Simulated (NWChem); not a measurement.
System: C$_{3}$H$_{6}$OSi; SMILES [SiH3]OCC#C

Here is an NWChem input.

```
start job
memory heap 200 mb stack 900 mb global 1100 mb
geometry units angstroms noautosym nocenter noautoz
  C      0.344645     3.085234     0.000000
  C     -0.084170     1.953890     0.000000
  C     -0.630004     0.598659     0.000000
  O      0.392368    -0.360409     0.000000
  Si     0.124241    -2.007209     0.000000
  H      0.731695     4.087562     0.000000
  H     -1.284176     0.485544     0.887849
  H     -1.284176     0.485544    -0.887849
  H      1.465002    -2.647391     0.000000
  H     -0.651478    -2.416792     1.213138
  H     -0.651478    -2.416792    -1.213138
end
basis spherical
  * library sto-3g
end
dft
  xc hfexch
  iterations 150
end
property
  shielding 9 1 2 3 4 5 6 7 9 10
end
task dft property
```

STO-3G and 3-21G are far too small for this property and stand as cheap habits. All runs use the structure optimised with PBE0/def2-SVP.

GIAO values for the isolated, static molecule; σ is the absolute isotropic shielding, δ = σ(reference) − σ with the isolated reference molecule computed at the same levels (13C: tetramethylsilane, 1H: tetramethylsilane, 17O: water, 29Si: tetramethylsilane).

Atoms are numbered as in the input.

Problem. Predict the main results of this run. (Hartree-Fock/STO-3G, GIAO.) Quantities: δ C2 (ppm); δ C3 (ppm); δ O4 (ppm); δ Si5 (ppm); δ H6 (ppm); δ H7 (ppm); δ H9 (rotor mean) (ppm).

Solution. 
| Property | Value |
|---|---|
| δ C2 (ppm) | 63.8 |
| δ C3 (ppm) | 47.8 |
| δ O4 (ppm) | -110.9 |
| δ Si5 (ppm) | -37.7 |
| δ H6 (ppm) | 2.94 |
| δ H7 (ppm) | 1.39 |
| δ H9 (rotor mean) (ppm) | 2.00 |
